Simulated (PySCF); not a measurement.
**Electronic absorption of C8H9P**

Species: C₈H₉P.
Bonds: C1–C2 (double), C2–C3, C3–C4 (aromatic), C4–C5 (aromatic), C5–P6 (aromatic), P6–C7 (aromatic), C7–C8 (aromatic), C8–C9, C3–C8 (aromatic). Hydrogens: H10, H11 on C1; H12 on C2; H13 on C4; H14 on C5; H15 on C7; H16, H17, H18 on C9.

The calculation used TDDFT wB97X-D/def2-SVPD, vertical, gas phase, core orbitals frozen in the response in PySCF. The structure is a single PBE0-D3(BJ)/def2-SVP conformer in the gas phase; no vibrational or solvent corrections. Torsions of this conformer, `[CH2:1]=[CH:2][c:3]1[cH:4][cH:5][p:6][cH:7][c:8]1[CH3:9]`: C1–C2–C3–C4 -32°.

```tsv
state	E (eV)	λ (nm)	f	|μ| (D)	main configurations (H = HOMO, L = LUMO)
S1	4.53	273.6	0.218	3.56	H→L (60%), H→L+1 (18%), H-1→L (17%)
S2	4.64	267.1	0.158	3.00	H→L (34%), H-1→L (34%), H→L+1 (28%)
S3	5.01	247.3	0.017	0.95	H-2→L (93%)
S4	5.68	218.1	0.211	3.13	H→L+1 (48%), H-1→L (44%)
S5	5.83	212.8	0.0039	0.42	H-2→L+1 (96%)
S6	6.14	201.8	0.031	1.15	H-4→L (68%), H-3→L (24%)
S7	6.30	196.7	0.342	3.78	H-1→L+1 (48%), H→L+2 (27%), H-3→L (10%)
S8	6.52	190.2	0.0032	0.36	H-3→L (40%), H→L+2 (40%), H-4→L (14%)
S9	6.71	184.8	0.253	3.15	H-1→L+1 (41%), H→L+2 (25%), H-3→L (19%)
S10	6.85	180.9	0.050	1.39	H→L+3 (75%)
```

Triplets (Tamm–Dancoff): T1 2.88 eV, H→L (91%); T2 4.06 eV, H-1→L (58%), H→L+1 (35%); T3 4.16 eV, H-2→L (76%); T4 4.24 eV, H-3→L (34%), H→L+2 (23%), H-2→L (13%).

The lowest singlet lies at 4.53 eV (274 nm, ultraviolet) and is strong; its leading configuration is HOMO→LUMO (60%). The most intense listed level is S7 at 6.30 eV (197 nm, f = 0.342), 1.77 eV above S1. Löwdin shares by element: HOMO carbon 39% or more, phosphorus 22% (atoms not listed hold the other 38%); LUMO carbon 36% or more, phosphorus 28% (atoms not listed hold the other 37%). The oscillator strengths of these states sum to 1.288; summed over the whole spectrum of an exact calculation they would give the number of electrons, 72 (Thomas–Reiche–Kuhn). The listed states span 2.32 eV, and the widest gap between neighbours is 0.67 eV (S3 to S4). Weighted by f, the mean energy of these states is 5.78 eV. All these states lie below the vertical ionisation energy of 8.29 eV (ΔSCF). The window holds the lowest 10 singlets.

Time: 4.8 min of wall time; peak memory 1.2 GiB. Hardware: an Intel Xeon Platinum 8488C with one thread, no GPU, shared host with 96 logical CPUs at a one-minute load of 34.
